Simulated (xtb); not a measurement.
C3H9AlO, SMILES C[CH2][AlH][O]C. All values are semi-empirical tight-binding results from xtb (GFN2-xTB unless named), good for trends rather than for accurate numbers. Coordinates come from a GFN2-xTB optimisation. The structure was generated by enumeration; whether it is a known compound was not checked. One conformer was computed; it need not be the lowest.

Optimised geometry:

Bonded distances (Å): Al1–H2 1.535, Al1–C3 2.007, Al1–O10 1.648, C3–C4 1.534, C3–H5 1.099, C3–H6 1.099, C4–H7 1.089, C4–H8 1.090, C4–H9 1.091, O10–C11 1.399, C11–H12 1.092, C11–H13 1.092, C11–H14 1.093. Bond angles (°): H2–Al1–C3 119.6, H2–Al1–O10 114.3, C3–Al1–O10 126.1, Al1–C3–C4 108.6, Al1–C3–H5 112.3, Al1–C3–H6 112.6, C4–C3–H5 109.2, C4–C3–H6 109.2, H5–C3–H6 104.8, C3–C4–H7 110.5, C3–C4–H8 110.6, C3–C4–H9 111.7, H7–C4–H8 107.3, H7–C4–H9 108.3, H8–C4–H9 108.3, Al1–O10–C11 178.8, O10–C11–H12 110.0, O10–C11–H13 110.0, O10–C11–H14 110.0, H12–C11–H13 109.0, H12–C11–H14 108.9, H13–C11–H14 108.9.
Charge 0, spin multiplicity 1.

For metal compounds this method's bond lengths and energies can be far off.

```yaml
orbital_gap: 4.19 eV
zero_point_energy: 69.0 kcal/mol
G − E(el) at 298.15 K (modified RRHO): 48.0 kcal/mol
```

Problem. Give the atomic charges and the Wiberg bond orders between heavy atoms. (The exact figures need the calculation; the answer reports its results.)

Solution. charges (e) Al1 0.35, H2 -0.13, C3 -0.16, C4 -0.10, H5 0.05, H6 0.05, H7 0.03, H8 0.03, H9 0.03, O10 -0.34, C11 0.04, H12 0.04, H13 0.04, H14 0.04. Bond orders Al1–C3 1.00, C3–C4 1.00, Al1–O10 1.37, O10–C11 0.97.
